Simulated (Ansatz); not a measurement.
A structure relaxed at PBE0-D4/def2-SVP in Ansatz, charge 0, singlet:

```xyz
10

Ga   -1.365   -0.794   -0.876
H    -1.419   -2.364   -0.832
H    -1.959   -0.006   -2.100
C    -0.510    0.194    0.596
Si    1.324    0.484    0.312
H    -0.995    1.178    0.712
H    -0.625   -0.370    1.537
H     2.043   -0.822    0.160
H     1.541    1.267   -0.947
H     1.964    1.234    1.439
```

(1) Give its formula, name or SMILES and point group.

(2) Summarise the bond lengths by kind (pairs closer than 1.2 times the sum of covalent radii, bridged metal pairs left out).

Answers

(1) GaH2(CH2SiH3) (CH₇GaSi). Point group Cs (tolerance 0.1 Å).

(2) 1 × C–Si 1.88 Å; 1 × C–Ga 1.97 Å; 3 × H–Si 1.50 Å; 2 × Ga–H 1.57 Å; 2 × C–H 1.10 Å.
